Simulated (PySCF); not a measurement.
# A small calculation by hand: oscillator strength and radiative lifetime

C3H7NSi, SMILES C=C=CN[SiH3].

Geometry: ωB97X-D3(BJ)/def2-SVP. The structure was generated by enumeration, and PubChem lists no compound with its InChIKey, so it may never have been made. Other conformers were not sampled.

TDDFT-ωB97X/def2-SVPD in PySCF 2.14.0 puts the first singlet state with f over 0.02 at 6.39 eV (vertical), with the transition dipole (0.442, -1.348, 0.000) in atomic units.

### Question
Find the oscillator strength, the wavelength and the radiative lifetime that this transition would have in vacuum if emission retraced absorption.

### Answer

|μ|² = 2.0125 au, so |μ| = 3.61 D. ΔE = 6.39/27.211 = 0.2348 hartree. f = (2/3) ΔE |μ|² = 0.315 (the program prints 0.315).
λ = 1239.84/6.39 = 194 nm; ν = 51539 cm⁻¹.
Einstein's coefficient A = 0.6670 ν² f s⁻¹ (ν in cm⁻¹) = 5.6e8 s⁻¹, so τ = 1/A = 1.8 ns. This state is S3; the lower singlets have f = 0.000, 0.001. The figure is the radiative limit of this one transition; relaxation, internal conversion, crossing to triplets and a medium change what is measured.
